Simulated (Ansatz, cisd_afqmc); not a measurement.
Species: C₃H₃NO, charge 0, singlet. C3H3NO (SMILES o1cncc1).
B3LYP-D3(BJ)/def2-TZVP minimum from Ansatz (an electronic-structure program):
```xyz
8

C     -0.9943    -0.5286     0.2606
C     -0.8402     0.7430    -0.1659
O      0.4977     0.9618    -0.3567
C      1.0810    -0.2161    -0.0267
N      0.2551    -1.1321     0.3445
H     -1.8986    -1.0549     0.5124
H     -1.5015     1.5638    -0.3730
H      2.1537    -0.2686    -0.1058
```

Atomisation energy term by term, kcal/mol (programs: Ansatz, cisd_afqmc). Open shells are spin-unrestricted; no spin-orbit coupling. Cores are frozen in correlated methods. Rows without X2C or -DK are non-relativistic. The Monte Carlo rows (phaseless AFQMC, CISD trial, step 0.005/hartree) carry one-sigma bars that omit the constraint's bias. Outlying blocks are dropped, and bars are widened where a walk drifts. Over all cases where full CI ran beside it in this data, AFQMC minus full CI had a median of +0.1 mEh and passed +0.4 mEh in a tenth of the cases. CBS(X,Y): correlation extrapolated as X^-3, Hartree-Fock from the larger set. A bracket is a step between two methods taken in the basis named. '+ core + X2C': CCSD(T) terms for core correlation (cc-pwCVTZ) and scalar relativity (cc-pVTZ-DK). For partners of very few electrons the exact lower level stands in for a higher one.

| term | basis | kcal/mol |
|---|---|---|
| Hartree-Fock | cc-pVQZ | 587.12 |
| CCSD correlation | CBS(cc-pVTZ,cc-pVQZ) | 259.42 |
| (T) | CBS(cc-pVTZ,cc-pVQZ) | 23.84 |
| CCSDT(Q) - CCSD(T) | cc-pVDZ | 1.01 |
| core correlation | cc-pwCVTZ | 4.29 |
| scalar relativity | X2C, cc-pVTZ-DK | -0.92 |
| sum: De |  | 874.8 |

The step beyond CCSD(T) by other levels: AFQMC/CISD in cc-pVTZ 0.39 ± 0.27 kcal/mol.
